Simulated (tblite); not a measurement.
C7H6AlBrS.
Bonds: Br1–Al2, Al2–C3, C3–C4, C4–C5 (triple), C5–C6, C6–C7 (aromatic), C7–C8 (aromatic), C8–C9 (aromatic), C9–S10 (aromatic), C6–S10 (aromatic). Hydrogens: H11 on Al2; H12, H13 on C3; H14 on C7; H15 on C8; H16 on C9.

Computed with GFN2-xTB (tblite), gas phase: L-BFGS steps from a force-field or distance-geometry start until the largest atomic force falls under 0.01 eV/Å.

Step 39: E = -719.0950 eV
```
atom  x, y, z in Å  |  force x, y, z in eV/Å
Br1     5.6447   -0.9341    1.3274    0.098  -0.005   0.040
Al2     3.7470   -0.0988    0.4554    0.006   0.090  -0.013
C3      2.5105   -1.2524   -0.6018   -0.054  -0.071  -0.035
C4      1.1646   -0.7704   -0.3856   -0.038   0.019   0.028
C5      0.0555   -0.3538   -0.1476    0.013   0.000   0.018
C6     -1.2631    0.0548    0.0740   -0.026  -0.018  -0.027
C7     -1.7215    1.0678    0.8719   -0.006  -0.002  -0.033
C8     -3.1251    1.1973    0.8420    0.002  -0.002   0.007
C9     -3.7246    0.2840    0.0343    0.045  -0.020  -0.014
S10    -2.5879   -0.7631   -0.7168    0.000  -0.021  -0.044
H11     3.4953    1.3823    0.7594   -0.036  -0.039   0.008
H12     2.7115   -1.2958   -1.6819   -0.005   0.052  -0.033
H13     2.5848   -2.2939   -0.2443   -0.025  -0.043   0.034
H14    -1.0638    1.6919    1.4509   -0.029   0.015  -0.001
H15    -3.6671    1.9420    1.3966    0.006   0.011   0.024
H16    -4.7685    0.1511   -0.1778    0.049   0.034   0.039
```

Step 40: E = -719.0963 eV
```
atom  x, y, z in Å  |  force x, y, z in eV/Å
Br1     5.6468   -0.9306    1.3194    0.065   0.017   0.028
Al2     3.7394   -0.1008    0.4569    0.033   0.086   0.004
C3      2.5095   -1.2616   -0.6013   -0.051  -0.044  -0.030
C4      1.1665   -0.7699   -0.3856   -0.018   0.001   0.020
C5      0.0610   -0.3452   -0.1448    0.006  -0.003   0.017
C6     -1.2584    0.0617    0.0752   -0.013  -0.019  -0.032
C7     -1.7215    1.0726    0.8726    0.012  -0.004  -0.019
C8     -3.1247    1.1974    0.8433    0.002  -0.006  -0.008
C9     -3.7186    0.2826    0.0339    0.021  -0.026  -0.020
S10    -2.5794   -0.7597   -0.7175    0.009  -0.036  -0.054
H11     3.4774    1.3813    0.7606   -0.030  -0.072   0.005
H12     2.7161   -1.2966   -1.6814   -0.021   0.030  -0.007
H13     2.5775   -2.3048   -0.2464   -0.026  -0.015   0.013
H14    -1.0681    1.6977    1.4534    0.002   0.037   0.017
H15    -3.6705    1.9392    1.3970    0.001   0.023   0.035
H16    -4.7606    0.1457   -0.1791    0.007   0.030   0.032
```

Step 41: E = -719.0972 eV
```
atom  x, y, z in Å  |  force x, y, z in eV/Å
Br1     5.6491   -0.9278    1.3149    0.029   0.039   0.012
Al2     3.7354   -0.1006    0.4565    0.045   0.035   0.009
C3      2.5081   -1.2686   -0.6024   -0.028  -0.004  -0.007
C4      1.1679   -0.7692   -0.3856    0.000  -0.014   0.012
C5      0.0651   -0.3391   -0.1422   -0.002  -0.003   0.015
C6     -1.2551    0.0664    0.0759    0.001  -0.009  -0.024
C7     -1.7212    1.0762    0.8730    0.020  -0.002  -0.006
C8     -3.1245    1.1975    0.8442    0.003  -0.010  -0.019
C9     -3.7135    0.2811    0.0333    0.000  -0.021  -0.018
S10    -2.5728   -0.7579   -0.7188    0.014  -0.030  -0.047
H11     3.4636    1.3791    0.7629   -0.026  -0.071   0.004
H12     2.7178   -1.2983   -1.6825   -0.032   0.011   0.010
H13     2.5720   -2.3122   -0.2469   -0.024   0.006  -0.008
H14    -1.0716    1.7029    1.4558    0.018   0.038   0.017
H15    -3.6735    1.9376    1.3977    0.009   0.013   0.028
H16    -4.7544    0.1420   -0.1798   -0.025   0.024   0.024
```

Step 42: E = -719.0977 eV
```
atom  x, y, z in Å  |  force x, y, z in eV/Å
Br1     5.6509   -0.9255    1.3134    0.010   0.051   0.001
Al2     3.7347   -0.0995    0.4556    0.040  -0.023   0.003
C3      2.5070   -1.2723   -0.6033   -0.001   0.024   0.016
C4      1.1686   -0.7690   -0.3854    0.009  -0.021   0.006
C5      0.0672   -0.3363   -0.1406   -0.010  -0.002   0.013
C6     -1.2534    0.0687    0.0759    0.009   0.003  -0.013
C7     -1.7207    1.0781    0.8732    0.017   0.002   0.001
C8     -3.1243    1.1975    0.8444    0.007  -0.011  -0.022
C9     -3.7107    0.2799    0.0327   -0.012  -0.011  -0.013
S10    -2.5691   -0.7576   -0.7204    0.012  -0.011  -0.030
H11     3.4558    1.3764    0.7649   -0.026  -0.050   0.006
H12     2.7175   -1.2995   -1.6834   -0.037   0.000   0.015
H13     2.5686   -2.3158   -0.2471   -0.020   0.016  -0.018
H14    -1.0734    1.7065    1.4575    0.018   0.024   0.004
H15    -3.6750    1.9369    1.3985    0.021  -0.007   0.013
H16    -4.7513    0.1405   -0.1798   -0.037   0.017   0.017
```

**Question.** Estimate the geometry and energy of step 43. (The exact step hangs on the optimiser's Hessian estimate; all steps are aligned on step 42, rigid shifts and turns removed.)

**Answer.** E = -719.0982 eV, largest force 0.072 eV/Å
```
atom  x, y, z in Å  |  force x, y, z in eV/Å
Br1     5.6526   -0.9229    1.3124    0.007   0.055  -0.002
Al2     3.7351   -0.0990    0.4549    0.024  -0.068  -0.005
C3      2.5062   -1.2745   -0.6037    0.021   0.038   0.029
C4      1.1691   -0.7692   -0.3849    0.005  -0.017   0.006
C5      0.0686   -0.3343   -0.1392   -0.007  -0.003   0.007
C6     -1.2521    0.0703    0.0756    0.010   0.013  -0.001
C7     -1.7200    1.0794    0.8732    0.009   0.004   0.002
C8     -3.1241    1.1973    0.8441    0.011  -0.011  -0.019
C9     -3.7088    0.2788    0.0320   -0.016   0.000  -0.006
S10    -2.5663   -0.7576   -0.7222    0.006   0.012  -0.010
H11     3.4496    1.3732    0.7665   -0.026  -0.027   0.009
H12     2.7166   -1.3003   -1.6837   -0.037  -0.005   0.014
H13     2.5658   -2.3182   -0.2477   -0.015   0.021  -0.022
H14    -1.0744    1.7096    1.4587    0.011   0.005  -0.011
H15    -3.6757    1.9363    1.3994    0.031  -0.026  -0.003
H16    -4.7499    0.1399   -0.1793   -0.034   0.011   0.012
```

The energy changes by -0.0005 eV. The first-order estimate −F·Δx gives -0.0006 eV and the mean of the old and new forces, exact on a quadratic surface, -0.0005 eV. The step makes an angle of 66° with the force vector and moves no atom by more than 0.007 Å.

What follows is the cost of the whole relaxation. Time: 6.8 s wall, 4.1 s CPU. Hardware: Intel Xeon at 2.50 GHz, one thread, no GPU, shared host with 64 logical CPUs at a one-minute load of 22.
